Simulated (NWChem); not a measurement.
ZnHSF; SMILES [F][Zn][SH]

Results from NWChem. Pople sets run with spherical d functions. Each level has its own optimisation; frequencies are unscaled. One conformer.

```json
[
 {"level": "Hartree-Fock/3-21G", "r F–Zn (Å)": "1.706", "r S–Zn (Å)": "2.256", "r H–S (Å)": "1.351", "highest harmonic frequency (cm⁻¹)": "2642", "lowest (cm⁻¹)": "59", "zero-point energy (kcal/mol)": "6.5", "dipole (D)": "1.79"},
 {"level": "Hartree-Fock/STO-3G", "r F–Zn (Å)": "1.602", "r S–Zn (Å)": "2.222", "r H–S (Å)": "1.328", "highest harmonic frequency (cm⁻¹)": "3271", "lowest (cm⁻¹)": "264", "zero-point energy (kcal/mol)": "8.5", "dipole (D)": "1.29"},
 {"level": "B3LYP/3-21G", "r F–Zn (Å)": "1.683", "r S–Zn (Å)": "2.206", "r H–S (Å)": "1.373", "highest harmonic frequency (cm⁻¹)": "2478", "lowest (cm⁻¹)": "64", "zero-point energy (kcal/mol)": "6.3", "dipole (D)": "1.88"},
 {"level": "B3LYP/6-31G*", "r F–Zn (Å)": "1.717", "r S–Zn (Å)": "2.142", "r H–S (Å)": "1.353", "highest harmonic frequency (cm⁻¹)": "2666", "lowest (cm⁻¹)": "107", "zero-point energy (kcal/mol)": "6.7", "dipole (D)": "1.25"}
]
```
